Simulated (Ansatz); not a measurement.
Species: MoH$_{6}$, net charge 1, doublet state. The spin state was set by rule; other spins were not relaxed. SMILES of the parent species: [MoH6]
Coordinates optimised at B3LYP-D3(BJ)/def2-TZVP (Ansatz, a quantum-chemistry and plane-wave program):
```
Mo
H 1 1.7504
H 2 0.9097 1 75.77
H 1 1.7648 2 76.29 3 -151.56
H 4 0.8881 1 76.15 2 98.41
H 4 1.6331 5 138.58 1 -1.46
H 6 0.8881 4 138.58 5 0.00
```
Charge +1, spin multiplicity 2.

Problem. Give the harmonic wavenumbers at B3LYP-D3(BJ)/def2-TZVP (Ansatz, finite differences of forces, unscaled).

Solution. 279, 364, 562, 610, 731, 801, 983, 1037, 1169, 1835, 1839, 1855, 2434, 2555, 2582 cm⁻¹. Zero-point energy 28.1 kcal/mol.

Problem. From these and the geometry, give the ideal-gas thermochemistry at 298.15 K and 1 atm (rigid rotor, harmonic oscillator).

Solution. Point group Cs, rotational symmetry number 1. Rotational constants 44.15, 39.76, 39.44 GHz. S(trans) 39.78, S(rot) 19.08, S(vib) 4.31, S(elec, spin only) 1.38, S 64.5 cal/(mol K). H(298) - H(0) 3.25 kcal/mol; G - E(el) 12.1 kcal/mol.
